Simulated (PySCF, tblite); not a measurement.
Isomers of C6H8F2O. Calculated harmonic vibrations of the isolated species, GFN2-xTB (tblite), most abundant isotopes, no scaling. This tight-binding method is rough: wavenumbers can miss measured ones by several per cent, in bad cases by 10 to 20. One conformer each.

Electronic energies: PBE0/pcSseg-1 single points on the GFN2-xTB geometries (PySCF, gas phase).

```tsv
SMILES	electronic energy, lowest = 0 (kcal/mol)
C=C[C@@H](C)[C@@H](F)C(=O)F	0.0
CC1=CCOCC1(F)F	1.3
FCC[C@@]1(F)C=COC1	9.6
```

Task: How do GFN2-xTB zero-point energies change the relative energies?

Result: 
```csv
SMILES,ZPE (kcal/mol),of it from modes above 1550 cm⁻¹,electronic (kcal/mol),"with ZPE, lowest = 0 (kcal/mol)",lowest mode (cm⁻¹),rings
C=C[C@@H](C)[C@@H](F)C(=O)F,80.0,39.9,0.0,0.0,41,0
CC1=CCOCC1(F)F,81.2,36.5,1.3,2.5,58,1
FCC[C@@]1(F)C=COC1,81.6,37.0,9.6,11.2,58,1
```

The zero-point energies span 1.6 kcal/mol, from `C=C[C@@H](C)[C@@H](F)C(=O)F` to `FCC[C@@]1(F)C=COC1`. The order is unchanged.

Task: And how do the electronic energies of GFN2-xTB itself compare?

Result: `C=C[C@@H](C)[C@@H](F)C(=O)F` 16.5; `CC1=CCOCC1(F)F` 0.0; `FCC[C@@]1(F)C=COC1` 1.4 kcal/mol, lowest = 0. Against the energies above, taken from the same isomer `C=C[C@@H](C)[C@@H](F)C(=O)F`, the largest difference is 24.7 kcal/mol.

Task: What do entropy and thermal enthalpy add at 298.15 K and 1 bar (rigid rotor, harmonic oscillator, one conformer each)?

Result: 
```tsv
SMILES	point group	symmetry number	S (cal/(mol K))	H − H(0) (kcal/mol)	ZPE + H − H(0) − TS (kcal/mol)
C=C[C@@H](C)[C@@H](F)C(=O)F	C1	1	100.2	6.93	57.1
CC1=CCOCC1(F)F	C1	1	90.7	6.02	60.2
FCC[C@@]1(F)C=COC1	C1	1	91.6	5.97	60.3
```
